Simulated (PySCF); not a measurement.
This script is equivalent to a calculation on Si(2+) (silicon, charge +2).

```python
from pyscf import gto, scf, dft, mp, cc
import basis_set_exchange as bse
mol = gto.M(atom="Si 0 0 0", charge=2, spin=0, symmetry="D2h",
            basis=gto.basis.parse(bse.get_basis("def2-TZVP", elements=["Si"], fmt="nwchem", header=False)))
mf = dft.UKS(mol, xc="PBE")
mf.irrep_nelec = {'Ag': (3, 3), 'B1u': (1, 1), 'B2u': (1, 1), 'B3u': (1, 1)}
mf.kernel()
```

Task: What total energy does it give?

Result: -288.318 hartree (calculated).

Task: Which occupied shell lies highest, and where?

Result: 3s, at -28.498 eV.
